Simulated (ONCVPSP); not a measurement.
Ru (Z = 44), ONCV: configuration errors across variants

ONCVPSP 4.0.1 input, shortened (lines: element, Z, core and valence counts, functional; n l f; lmax; l rc ep ncon nbas qcut; lloc lpopt rc5 dvloc0; l nproj debl; icmod fcfact rcfact), PBEsol, scalar-relativistic:

```
  Ru 44.00    6    4  -116133      upf
    1    0    2.00
    2    0    2.00
    2    1    6.00
    3    0    2.00
    3    1    6.00
    3    2   10.00
    4    0    2.00
    4    1    6.00
    4    2    7.00
    5    0    1.00
    2
    0    1.55    0.00    4    7   10.20
    1    1.45    0.00    4    9   11.50
    2    1.45    0.00    5   10   10.40
    2    5    1.45    0.00
    0    2    1.20
    1    1    1.00
    2    0    0.50
    3    1.75    1.65
```

All-electron excitation energies from the reference (eV): (1) 4s2 4p6 4d7 5s0 7.300; (2) 4s2 4p6 4d6 5s0 25.484; (3) 4s2 4p6 4d5 5s0 56.094; (4) 4s1 4p6 4d7 5s1 82.638.

3 further variants failed, have other tests or another functional or relativity, and are left out.

A true bound ghost makes a file unfit for plane-wave use even where its test errors are small: the radial tests pick states by their node count and pass the ghost by.

Errors AE − PS in meV (a dash: test not solved or not reliable):

```csv
change,(1),(2),(3),(4),bound ghosts,GHOST(+) flags above zero
base,-1.5,-1.2,+1.2,-59,none,s
s: nbas 8,-1.6,-1.3,+1.1,-68,none,s
d: qcut 15.6,-1.6,-2.0,-2.7,-75,s,none
s: qcut 11.1; p: qcut 12.5; d: qcut 11.3,-1.5,-1.3,+1.0,-58,none,s
"core correction Teter function, fcfact 2.25, rcfact 1.7",-1.6,-1.2,+1.0,-61,none,s
"d: nproj 1; local potential polynomial inside 1.30 bohr (lpopt 4, dvloc0 0 Ha)",-1.5,-1.0,+1.9,-59,none,none
```

Problem. Give the same row for: d: qcut 14.2.

Solution. -1.5, -1.6, -0.3, -64; bound ghosts: none; GHOST(+) flags above zero: s.
